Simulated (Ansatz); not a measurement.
Reaction (redistribution): `[AlH2][GeH3]` + `SC1O[SiH2][SiH2]1` → `[AlH2][CH]1O[SiH2][SiH2]1` + `[SH][GeH3]`

Gas-phase electronic energies from Ansatz, PBE0-D4/def2-TZVP geometries. CCSD(T)/CBS adds triple-zeta CCSD(T) − MP2 to the extrapolated MP2 energy (def2 sets, frozen cores). Functionals use def2-TZVPP. B3LYP here is the variant with VWN-RPA as its local correlation; programs differ in this. For Ge outer-core shells are correlated without core-valence functions, which leaves a few kJ/mol of doubt a bond. Scalar relativity is left out up to krypton. Each species was taken in one conformer, which may not be the lowest.

| level | ΔE (kJ/mol) |
| --- | --- |
| r2SCAN-D4 | -48.3 |
| B2PLYP | -50.8 |
| B3LYP | -48.7 |
| HF/CBS(def2) | -56.1 |

(1) What does CCSD(T)/CBS give? (Best estimate.)

Largest T1 diagnostic among the species: 0.014.

Results:

(1) Computed: -47.5 kJ/mol. The listed levels differ from it by -0.8, -3.3, -1.2, -8.6 kJ/mol.

From PBE to PBE0 (25 % exact exchange), in def2-TZVPP and without D4, ΔE moves by −3.1 kJ/mol.
